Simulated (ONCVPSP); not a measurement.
**What one change does to a pseudopotential (tantalum (Ta), ONCV)**

- Element: Ta
- Generator: ONCVPSP 4.0.1
- Type: optimised norm-conserving Vanderbilt (ONCV)
- Functional: PBE
- Relativity: scalar-relativistic
- Frozen core: [Kr] 4d10
- Valence charge: 27
- Reference configuration: 4f14 5s2 5p6 5d3 6s2
- Partial waves: 5s+6s: rc 1.65 bohr, ncon 3, nbas 7, qcut 6.7 1/bohr, 2 projectors; 5p: rc 1.20 bohr, ncon 5, nbas 10, qcut 6.1 1/bohr, 2 projectors, debl 2.7 Ha; 5d: rc 2.70 bohr, ncon 4, nbas 9, qcut 5.4 1/bohr, 2 projectors, debl 2.2 Ha; 4f: rc 1.05 bohr, ncon 4, nbas 9, qcut 14.9 1/bohr, 2 projectors, debl 1.8 Ha
- Local potential: polynomial inside 0.85 bohr (lpopt 4, dvloc0 1 Ha)
- Core correction: Teter function, fcfact 4.75, rcfact 1.15

Change: s: qcut 4.8; p: qcut 4.4; d: qcut 3.9; f: qcut 10.8.

Cutoffs: the cutoffs (Ha) at which the residual kinetic energy of the hardest occupied pseudo-wave falls to 1 and 0.1 mHa per electron; they do not see the model core or the augmentation charge, which bear on the density cutoff. Errors are all-electron minus pseudo energies relative to the spin-unpolarised reference configuration.

Problem. Predict the effect on cutoff, ghosts and configuration errors.

Solution. The potential gets harder (130 Ha and 234 Ha → 339 Ha and 500 Ha); the lowest positive-energy flag moves from s at 17.9 eV to s at 7.5 eV; of the 4 tests that both files solve, the error grows in 2 and shrinks in 1 by more than 15 % and 0.3 meV (median size 7.4 → 8.3 meV); neither file shows a bound ghost.

```csv
quantity,base,changed
"cutoff, loose",130 Ha,339 Ha
"cutoff, tight",234 Ha,500 Ha
loose cutoff by channel,"s 17 Ha, p 130 Ha, d 10 Ha, f 107 Ha","s 12 Ha, p 200 Ha, d 10 Ha, f 339 Ha"
bound ghosts,none,none
GHOST(+) flags under 300 eV,"s at 17.9 eV, d at 175.0 eV, p at 250.2 eV","s at 7.5 eV, d at 212.1 eV, p at 257.9 eV"
"error for 4f14 5s2 5p6 5d3 6s1, meV [ΔE 8.47 eV]",-3.4,-3.6
"error for 4f14 5s2 5p6 5d3 6s0, meV [ΔE 23.44 eV]",-13,-25
"error for 4f14 5s2 5p6 5d2 6s0, meV [ΔE 47.04 eV]",-9.7,-5.7
"error for 4f14 5s2 5p6 5d3 6s0 6p2, meV [ΔE 8.60 eV]",-5.1,-11
s: phases at 1.67 bohr within 0.05 rad from the reference energy up to (Ha; the scan ends near 5),0.6,0.2
p: phases at 1.22 bohr within 0.05 rad from the reference energy up to (Ha; the scan ends near 5),to the end of the scan,to the end of the scan
d: phases at 2.73 bohr within 0.05 rad from the reference energy up to (Ha; the scan ends near 5),4.7,4.2
f: phases at 1.06 bohr within 0.05 rad from the reference energy up to (Ha; the scan ends near 5),to the end of the scan,to the end of the scan
"rms error of d²Exc/dni dnj with the model core, mHa",2.70,3.39
```
